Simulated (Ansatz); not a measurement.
Consider the silylene formation by 1,1-elimination: `C[Si](F)(S)Cl` → `F[Si]Cl` + CH₃SH.

Gas-phase electronic energies from Ansatz, PBE0-D4/def2-TZVP geometries. CCSD(T)/CBS adds triple-zeta CCSD(T) − MP2 to the extrapolated MP2 energy (def2 sets, frozen cores). This one scheme is used for every species. Functionals use def2-TZVPP. One conformer a species, not always the lowest.

**Question.** Is it downhill or uphill in electronic energy at CCSD(T)/CBS, and by how much? (Estimate.)

**Answer.** Computed: Uphill: ΔE = +279.3 kJ/mol.

**Question.** What do these levels give: ωB97M-V, PBE-QIDH, PBE0, MP2/def2-TZVPP, SCS-MP2/def2-TZVPP, SCS-MP2/def2-QZVPP? (An estimate is asked.)

**Answer.** The calculation gave: ωB97M-V 268.8, PBE-QIDH 296.6, PBE0 275.3, MP2/def2-TZVPP 293.1, SCS-MP2/def2-TZVPP 277.3, SCS-MP2/def2-QZVPP 281.1 kJ/mol.

**Question.** What do rigid-rotor, harmonic-oscillator terms from PBE0-D4/def2-TZVP frequencies (298.15 K, 1 bar) make of the CCSD(T)/CBS value? (An estimate is asked.)

**Answer.** Computed: ΔZPE = -4.9 kJ/mol, ΔH = +275.7 kJ/mol, ΔS = 168 J/(mol·K), ΔG = +225.6 kJ/mol.

Largest T1 diagnostic among the species: 0.014.

At CCSD(T), def2-SVP lies −22.6 kJ/mol from the extrapolated value and def2-TZVPP −6.2 kJ/mol. From r2SCAN to r2SCAN0 (25 % exact exchange), in def2-TZVPP and without D4, ΔE moves by +6.2 kJ/mol. The D4 term adds +20.1 kJ/mol with B3LYP and +11.0 kJ/mol with PBE0; it sums over pairs of atoms, weighted by their polarisabilities, and B3LYP, whose exchange is more repulsive, gets the larger term.

B3LYP here is the variant with VWN-RPA as its local correlation; programs differ in this.
